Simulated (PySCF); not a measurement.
C4H7F3.
Geometry (PBE0-D3(BJ)/def2-SVP, Å), atoms numbered from 1 in this order:
```
atom  x, y, z in Å
C1    -0.156   -1.169   -0.878
C2    -0.134   -0.212    0.305
C3    -1.106    0.938    0.127
F4    -0.774    1.664   -0.995
C5     1.264    0.317    0.560
F6     2.118   -0.708    0.783
F7     1.268    1.098    1.669
H8     0.084   -0.637   -1.811
H9     0.571   -1.981   -0.742
H10   -1.154   -1.616   -0.995
H11   -0.421   -0.745    1.229
H12   -1.081    1.613    0.997
H13   -2.133    0.554    0.002
H14    1.651    0.916   -0.282
```

Linear response at B3LYP/def2-SVPD (PySCF, frozen core in the response, non-relativistic). Geometry: PBE0-D3(BJ)/def2-SVP, one conformer, isolated molecule.

Static isotropic polarisability: 52.78 au (7.82 Å³), principal values 49.1, 54.2, 55.1 au.

Q: What is the polarisability at 1064 nm and at the sodium D line?

A: 53.06 au at 1064 nm (+0.5 %), 53.72 au at 589.3 nm (+1.8 %). The rise at 589.3 nm is 3.32 times that at 1064 nm; a pure ω² law gives 3.26. The lowest singlet lies at 144 nm, shorter than both wavelengths.

Q: What is the isotropic C6 coefficient between two such molecules, C6 = (3/π)∫α(iω)² dω?

A: 1414 au (Eh·bohr⁶) by a ten-point quadrature over imaginary frequencies, which is 845 eV·Å⁶ or 81.5 J·nm⁶/mol.

Q: Which effective excitation energy ω̄ makes London's formula C6 = (3/4)α²ω̄ exact here?

A: ω̄ = 4·C6/(3α²) = 0.677 Eh = 18.4 eV. A one-pole form α(ω) = α/(1 − ω²/ω̄²) fitted to the 1064 nm value gives 16.0 eV.

Q: How many electrons N does the Slater–Kirkwood formula C6 = (3/4)·√N·α^(3/2) need to give this C6?

A: N = (4·C6/3)²/α³ = 24.2; the species has 58 electrons in all.

Q: The lowest 6 singlets have (eV, f): 8.63, 0.016; 8.94, 0.015; 8.98, 0.012; 9.21, 0.001; 9.30, 0.005; 9.37, 0.005. What share of the static polarisability do they carry in the sum over states α = Σ f/ω²?

A: 0.51 au, 1.0 % of α; the largest term, 0.16 au, is that of the state at 8.63 eV. Their oscillator strengths add up to 0.05. Higher states carry the rest.

Q: What does −C6/R⁶ come to at R = 8 Å between centres?

A: -310 J/mol. This is the leading, orientation-averaged term; C8 and higher terms are left out.
